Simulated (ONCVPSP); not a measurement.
## Logarithmic derivatives: Ti (Z = 22), ONCV

```json
{
 "Element": "titanium",
 "Generator": "ONCVPSP 4.0.1",
 "Type": "optimised norm-conserving Vanderbilt (ONCV)",
 "Functional": "PBEsol",
 "Relativity": "scalar-relativistic",
 "Frozen core": "[Ne]",
 "Valence charge": "12",
 "Reference configuration": "3s2 3p6 3d2 4s2",
 "Partial waves": "3s+4s: rc 1.70 bohr, ncon 3, nbas 7, qcut 7.5 1/bohr, 2 projectors; 3p: rc 1.75 bohr, ncon 4, nbas 7, qcut 6.3 1/bohr, 2 projectors, debl 2.4 Ha; 3d: rc 1.55 bohr, ncon 4, nbas 9, qcut 8.4 1/bohr, local",
 "Local potential": "the d channel",
 "Core correction": "Teter function, fcfact 5, rcfact 1.55"
}
```

The phase is arctan(r·R′/R) of the radial function R(r), unwrapped; energies in Ha, scanned from -4 to 5 Ha. A pole is an energy at which the radial function vanishes at the test radius. The pseudo phase is shifted by a multiple of π to meet the all-electron one at the reference energy, and phase errors are pseudo minus all-electron; the curves can meet again beyond the range given. Levels narrower than the energy grid can be missing from the lists of poles.

Q: For each channel, where are the poles, and over which energies does the pseudopotential scatter like the atom?

A:

```
channel  radius (bohr)  reference energy (Ha)  poles, all-electron  poles, pseudo  unbroken range about the reference energy with phases within 0.05 rad  phase error 1 Ha above the reference energy (rad)
      s           1.73                  -0.16                -1.96          -1.96                                                        the whole range                                             +0.016
      p           1.77                  -1.42                -1.03          -1.03                                                        the whole range                                             -0.000
      d           1.57                  -0.16                 0.78           0.89                                                              below 1.2                                             +0.030
```

Note: ghosts flagged at negative energy: s at -456.6 eV; no localised positive-energy state flagged. A true bound ghost makes a file unfit for plane-wave use.

Phases in the s channel:

| E (Ha) | all-electron | pseudo |
| --- | --- | --- |
| -3.98 | 1.193 | 1.197 |
| -3.74 | 1.150 | 1.154 |
| -3.50 | 1.085 | 1.090 |
| -3.26 | 0.978 | 0.984 |
| -3.02 | 0.761 | 0.768 |
| -2.78 | 0.193 | 0.202 |
| -2.54 | -0.814 | -0.812 |
| -2.30 | -1.317 | -1.317 |
| -2.06 | -1.518 | -1.518 |
| -1.82 | -1.627 | -1.627 |
| -1.58 | -1.701 | -1.700 |
| -1.34 | -1.760 | -1.759 |
| -1.10 | -1.813 | -1.812 |
| -0.86 | -1.866 | -1.865 |
| -0.62 | -1.924 | -1.923 |
| -0.38 | -1.991 | -1.991 |
| -0.14 | -2.076 | -2.076 |
| 0.10 | -2.187 | -2.187 |
| 0.34 | -2.342 | -2.341 |
| 0.58 | -2.567 | -2.561 |
| 0.82 | -2.885 | -2.870 |
| 1.06 | -3.274 | -3.247 |
| 1.30 | -3.641 | -3.607 |
| 1.54 | -3.918 | -3.884 |
| 1.78 | -4.108 | -4.076 |
| 2.02 | -4.239 | -4.210 |
| 2.26 | -4.333 | -4.305 |
| 2.50 | -4.402 | -4.376 |
| 2.74 | -4.456 | -4.430 |
| 2.98 | -4.499 | -4.473 |
| 3.22 | -4.534 | -4.508 |
| 3.46 | -4.563 | -4.537 |
| 3.70 | -4.588 | -4.562 |
| 3.94 | -4.610 | -4.583 |
| 4.18 | -4.629 | -4.601 |
| 4.42 | -4.647 | -4.618 |
| 4.66 | -4.663 | -4.633 |
| 4.90 | -4.678 | -4.646 |
